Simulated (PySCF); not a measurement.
Compound: CH₅ClOSi.
Numbering: `[CH3:1][O:2][SiH2:3][Cl:4]` (hydrogens: H5, H6, H7 on C1; H8, H9 on Si3)

Computed by this run: PySCF, PBE0-D3(BJ)/def2-SVP geometry optimisation, gas phase; density fitting, grid level 1; the optimiser is geomeTRIC in internal coordinates, started from a GFN2-xTB structure with every atom displaced at random (about 0.01 Å).

Step 0: E = -23547.9814 eV
```
atom  x, y, z in Å  |  force x, y, z in eV/Å
C1     -0.0115    2.4245   -1.1458   -0.854   1.137  -0.397
O2      1.2858    2.8143   -1.3946   -0.669   0.575  -0.619
Si3     2.6428    2.1903   -0.8188    1.137  -0.032   0.814
Cl4     4.0777    3.3273   -1.6955    0.613   0.234  -0.169
H5     -0.2210    1.4240   -1.5060   -0.163  -0.695  -0.135
H6     -0.2660    2.5112   -0.0862   -0.137  -0.139   0.409
H7     -0.6680    3.1360   -1.6959    0.025  -0.390   0.221
H8      2.8383    0.7997   -1.2053    0.053  -0.657  -0.165
H9      2.7368    2.3394    0.6610   -0.004  -0.032   0.040
```

Step 1: E = -23548.0829 eV
```
atom  x, y, z in Å  |  force x, y, z in eV/Å
C1     -0.0520    2.4398   -1.1465    0.219  -0.173   0.012
O2      1.2624    2.8472   -1.4293    0.047   0.033  -0.010
Si3     2.6752    2.2248   -0.8347   -0.085   0.042  -0.139
Cl4     4.2446    3.2971   -1.6517   -0.284  -0.127   0.098
H5     -0.2432    1.4021   -1.4839    0.037   0.070   0.054
H6     -0.2843    2.5030   -0.0682    0.019  -0.006   0.011
H7     -0.7514    3.0951   -1.6805   -0.005   0.104  -0.059
H8      2.8393    0.7983   -1.2397    0.012   0.033   0.012
H9      2.7244    2.3592    0.6473    0.040   0.025   0.020
```

Problem. Estimate the geometry and energy of step 2. (The exact step hangs on the optimiser's Hessian estimate; all steps are aligned on step 1, rigid shifts and turns removed.)

Solution. E = -23548.0906 eV, largest force 0.093 eV/Å
```
atom  x, y, z in Å  |  force x, y, z in eV/Å
C1     -0.0426    2.4391   -1.1481    0.018  -0.019  -0.006
O2      1.2643    2.8513   -1.4334    0.066   0.051  -0.038
Si3     2.6630    2.2181   -0.8316    0.056   0.036  -0.036
Cl4     4.2115    3.2973   -1.6529   -0.077  -0.043   0.026
H5     -0.2300    1.4035   -1.4856   -0.012   0.003   0.012
H6     -0.2694    2.4987   -0.0682   -0.016   0.001   0.007
H7     -0.7394    3.1025   -1.6814   -0.013  -0.011   0.017
H8      2.8337    0.7945   -1.2367   -0.018  -0.008   0.019
H9      2.7238    2.3617    0.6506   -0.004  -0.009  -0.002
```

The energy changes by -0.0077 eV. The first-order estimate −F·Δx gives -0.0135 eV and the mean of the old and new forces, exact on a quadratic surface, -0.0076 eV. The step makes an angle of 54° with the force vector and moves no atom by more than 0.033 Å.

The cost below is that of the whole optimisation. On Arm Neoverse V2, one thread, shared host, this took 25 s and 0.37 GiB of memory at its peak.
